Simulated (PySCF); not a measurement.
## C₆ coefficients of unlike pairs at BLYP

Calculated with PySCF 2.14 from the dipole response of each species, C₆(A,B) = (3/π) ∫ α_A(iu) α_B(iu) du, in atomic units, from isotropic polarisabilities. For ions this is the dispersion term alone; charge-induced terms of lower order in 1/R come first.

```json
{"species": "N²⁺", "configuration": "[He] 2s2 2p1 (2P)", "basis": "aug-cc-pCVTZ-DK with one added diffuse shell each of s, p, d, f type (8s7p5d3f)", "relativity": "spin-free X2C", "α (bohr³)": "2.579", "C₆ (like pair)": "3.647"}
{"species": "As⁺", "configuration": "[Ar] 3d10 4s2 4p2 (3P)", "basis": "aug-cc-pVQZ-PP with one added diffuse shell each of s, p, d, f, g type with ECP10MDF (8s7p6d4f3g)", "relativity": "core potential", "α (bohr³)": "16.96", "C₆ (like pair)": "102.2"}
{"species": "Al²⁺", "configuration": "[Ne] 3s1 (2S)", "basis": "aug-cc-pV(Q+d)Z (7s6p5d3f2g)", "relativity": "none", "α (bohr³)": "12.43", "C₆ (like pair)": "31.78"}
{"species": "C³⁺", "configuration": "[He] 2s1 (2S)", "basis": "dyall-acv3z (15s9p4d2f)", "relativity": "spin-free X2C", "α (bohr³)": "3.032", "C₆ (like pair)": "2.359"}
```

**Question.** Estimate C₆ for C³⁺ with As⁺.

**Answer.** The integral gives 15.35. The combination rule 2 C_A C_B / (C_A α_B/α_A + C_B α_A/α_B) gives 15.32 and the geometric mean 15.53.

No spin-orbit coupling is included.

The other pairs:

```csv
pair,C₆
"As⁺, N²⁺",18.82
"C³⁺, N²⁺",2.751
"Al²⁺, N²⁺",9.665
"C³⁺, Al²⁺",8.605
"Al²⁺, As⁺",55.08
```
